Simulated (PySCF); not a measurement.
Ionisation energy of Mg⁺ by level of theory

Mg⁺ [Ne] 3s1 (2S) → Mg²⁺ [Ne] (1S), as a difference of total energies. Computed with PySCF 2.14 in aug-cc-pVDZ-DK (5s4p2d, 27 functions), with the spin-free X2C one-electron Hamiltonian (Gaussian nucleus). The calculations carry no spin-orbit coupling.

```
method  ionisation energy (eV)
   UHF                  14.735
   PBE                  15.298
  BP86                  15.219
```

Q: Which method comes closest to the reference value, and which is furthest?

A: The reference is 15.035 eV (measured; NIST Atomic Spectra Database, ionization energies). Closest: BP86 (error 0.184 eV); furthest: UHF (error -0.300 eV).
